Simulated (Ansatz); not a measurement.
The cluster Rb3H2⁺. Total charge 1; singlet. Geometry r2SCAN-D4/def2-TZVP, basis def2-TZVP, Ansatz.

```xyz
5

Rb   -0.434   -3.628   -0.424
Rb    1.480    1.121   -1.454
Rb   -1.236    1.043    1.698
H    -0.136   -1.051   -0.156
H     0.326    2.514    0.336
```

| run | HOMO (eV) | LUMO (eV) |
| --- | --- | --- |
| A | -7.19 | -3.46 |
| B | -6.18 | -4.56 |
| C | -7.17 | -3.96 |
| D | -6.27 | -4.52 |
| E | -6.22 | -3.70 |

In the def2 sets Rb takes a core potential; there is no spin–orbit coupling. Another isomer (singlet) lies 0.15 eV lower at PBE0-D4/def2-TZVP; other spin states weren't run for this one.

**Question.** The runs used BLYP, PBE, PBE0, r2SCAN, r2SCAN0. Estimate which is which.

**Answer.** A r2SCAN0 (25 % exact exchange); B BLYP (0 % exact exchange); C PBE0 (25 % exact exchange); D PBE (0 % exact exchange); E r2SCAN (0 % exact exchange). Exact exchange lowers occupied and raises empty levels; among semilocal functionals meta-GGAs tend to open the gap a little, and such runs are hard to tell apart. The gap grows from 1.62 eV (BLYP) to 3.73 eV (r2SCAN0).
